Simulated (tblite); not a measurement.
Species: C₇H₇O₂ (doublet state).
Bonds: C1–C2, C2–C3 (double), C3–C4, C4–O5 (double), C4–C6, C6–O7 (double), C6–C8, C8–C9, C2–C9. Hydrogens: H10, H11, H12 on C1; H13, H14 on C8; H15, H16 on C9.
Bond orders are those of one Lewis drawing.

Computed with GFN2-xTB (tblite), gas phase: L-BFGS steps from a force-field or distance-geometry start until the largest atomic force falls under 0.01 eV/Å.

Step 77: E = -722.7362 eV
```
atom  x, y, z in Å  |  force x, y, z in eV/Å
C1      2.3003    0.5013   -0.0943   -0.028   0.021   0.027
C2      0.8131    0.4417   -0.1803   -0.008   0.019  -0.036
C3     -0.0338    1.4481   -0.0898    0.030  -0.039  -0.065
C4     -1.4252    1.4801   -0.1411    0.064  -0.007   0.005
O5     -2.2236    2.3081   -0.5052    0.015   0.040  -0.012
C6     -2.0205    0.0781    0.3536   -0.021  -0.021  -0.018
O7     -3.2022   -0.0268    0.4805    0.074   0.042   0.027
C8     -1.0304   -1.0496    0.4993   -0.017   0.006   0.004
C9      0.1985   -0.9302   -0.4001   -0.005   0.045  -0.003
H10     2.7462    0.0116   -0.9616   -0.056   0.064  -0.007
H11     2.6398   -0.0446    0.7870   -0.003   0.066   0.037
H12     2.6498    1.5281   -0.0434   -0.002  -0.021   0.037
H13    -0.7116   -1.0086    1.5466    0.027  -0.087   0.002
H14    -1.5650   -1.9874    0.3361    0.028  -0.013  -0.004
H15     0.9350   -1.6931   -0.1488   -0.041  -0.059   0.020
H16    -0.0776   -1.0477   -1.4498   -0.060  -0.056  -0.013
```

Step 78: E = -722.7401 eV
```
atom  x, y, z in Å  |  force x, y, z in eV/Å
C1      2.3021    0.5038   -0.0850   -0.051   0.040   0.039
C2      0.8159    0.4421   -0.1801   -0.033   0.071  -0.117
C3     -0.0348    1.4470   -0.1086    0.028  -0.037  -0.025
C4     -1.4252    1.4699   -0.1681    0.016  -0.006  -0.022
O5     -2.2286    2.2757   -0.5717    0.031   0.048  -0.010
C6     -2.0140    0.0905    0.3868   -0.366  -0.067   0.063
O7     -3.1869    0.0059    0.6172    0.538   0.093  -0.085
C8     -1.0335   -1.0534    0.4784   -0.106  -0.010   0.069
C9      0.2033   -0.9283   -0.4077   -0.046   0.070   0.027
H10     2.7616    0.0141   -0.9459   -0.085   0.066   0.014
H11     2.6262   -0.0389    0.8032    0.046   0.063   0.043
H12     2.6454    1.5328   -0.0326    0.018  -0.029   0.044
H13    -0.7293   -1.0505    1.5325    0.052  -0.120  -0.042
H14    -1.5868   -1.9746    0.2824    0.060  -0.018   0.008
H15     0.9426   -1.6861   -0.1527   -0.057  -0.101   0.020
H16    -0.0654   -1.0410   -1.4595   -0.046  -0.065  -0.024
```

**Question.** Estimate the geometry and energy of step 79. (The exact step hangs on the optimiser's Hessian estimate; all steps are aligned on step 78, rigid shifts and turns removed.)

**Answer.** E = -722.7453 eV, largest force 0.205 eV/Å
```
atom  x, y, z in Å  |  force x, y, z in eV/Å
C1      2.3013    0.5053   -0.0810   -0.059   0.045   0.040
C2      0.8163    0.4395   -0.1814   -0.037   0.088  -0.181
C3     -0.0338    1.4450   -0.1232    0.010  -0.005   0.020
C4     -1.4234    1.4686   -0.1741    0.057  -0.004  -0.068
O5     -2.2304    2.2671   -0.5854    0.008   0.076  -0.010
C6     -2.0069    0.0957    0.3970    0.038  -0.045  -0.010
O7     -3.1704    0.0155    0.6450    0.036   0.074   0.016
C8     -1.0324   -1.0532    0.4766   -0.062  -0.045   0.075
C9      0.2030   -0.9296   -0.4113   -0.046   0.044   0.049
H10     2.7653    0.0194   -0.9419   -0.076   0.052   0.045
H11     2.6175   -0.0338    0.8118    0.080   0.037   0.030
H12     2.6406    1.5352   -0.0255    0.021  -0.017   0.039
H13    -0.7312   -1.0670    1.5318    0.064  -0.110  -0.061
H14    -1.5923   -1.9671    0.2689    0.045  -0.043   0.012
H15     0.9424   -1.6882   -0.1568   -0.067  -0.096   0.004
H16    -0.0729   -1.0434   -1.4620   -0.011  -0.050  -0.001
```

The energy changes by -0.0052 eV. The first-order estimate −F·Δx gives -0.0078 eV and the mean of the old and new forces, exact on a quadratic surface, -0.0053 eV. The step makes an angle of 79° with the force vector and moves no atom by more than 0.034 Å.

What follows is the cost of the whole relaxation. On one thread, Arm Neoverse V1 (aarch64), shared host, this took 1.1 s.
